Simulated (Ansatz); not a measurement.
Geometry optimisation, UKS B3LYP-D4/def2-SVP in Ansatz 0.2.0.

The input (input.yaml):

```yaml
crystal:
  periodic: [false, false, false]
  atoms:
    - { symbol: Si, position_ang: [-0.8044, -0.9061, -0.0297] }
    - { symbol: Ge, position_ang: [0.8713, 1.067, 0.7678] }
    - { symbol: H, position_ang: [-0.3929, 0.7648, -0.7489] }
    - { symbol: F, position_ang: [1.0418, 2.6959, -0.0983] }
    - { symbol: F, position_ang: [2.1331, 0.2293, -0.2727] }
    - { symbol: H, position_ang: [-1.5118, -0.6085, 1.2216] }
    - { symbol: H, position_ang: [-1.7073, -1.5, -1.0217] }
    - { symbol: H, position_ang: [0.3703, -1.7425, 0.182] }
magnetization:
  spin_polarized: true
basis:
  gaussian: { orbitals: def2-SVP }
hamiltonian:
  xc: b3lyp
  dispersion: d4
relax:
  f_tol: 0.15
  max_steps: 25
  restrain:
    - { distance: [0, 2], at: 1.42, k: 30.0 }
    - { distance: [0, 1], at: 3.61, k: 30.0 }
    - { distance: [1, 2], at: 2.81, k: 30.0 }
```

Command:

```bash
$ ansatz run input.yaml --threads 4 --pin off --max-ram 5120MiB --backend cpu --events-out ev --progress --plain --runs-dir out
```

Q: Where does it end, and by what steps?

A: The run converged. The restraints hold the end off the free minimum; the threshold counts their pulls, which the force column leaves out. Restrained pairs: Si1–H3 (1.87 → 1.45 Å), Si1–Ge2 (2.71 → 3.61 Å), Ge2–H3 (2.00 → 2.81 Å). After 9 steps the energy has fallen by 1.294 eV (the restraints' own energy left out); Ge2 moved furthest, 0.74 Å.

| step | energy less start (eV) | largest force component (eV/Å) | accepted |
| --- | --- | --- | --- |
| 0 | 0.0000 | 2.454 | yes |
| 1 | -0.4237 | 2.355 | yes |
| 2 | -0.6703 | 2.529 | yes |
| 3 | -0.9205 | 2.261 | yes |
| 4 | -1.2260 | 0.770 | yes |
| 5 | -1.2743 | 0.823 | yes |
| 6 | -1.2865 | 0.843 | yes |
| 7 | -1.2886 | 0.880 | yes |
| 8 | -1.2989 | 0.817 | no |
| 9 | -1.2938 | 0.886 | yes |

```xyz
8
Properties=species:S:1:pos:R:3
Si -1.028 -0.931 -0.106
Ge 1.473 1.473 0.900
H -0.760 0.449 -0.462
F 1.177 2.728 -0.297
F 2.489 0.444 -0.100
H -1.803 -0.953 1.170
H -1.815 -1.571 -1.196
H 0.267 -1.639 0.089
```

Run time: 38 s on 4 threads of Arm Neoverse N1, on a shared host, peak memory 0.31 GiB.
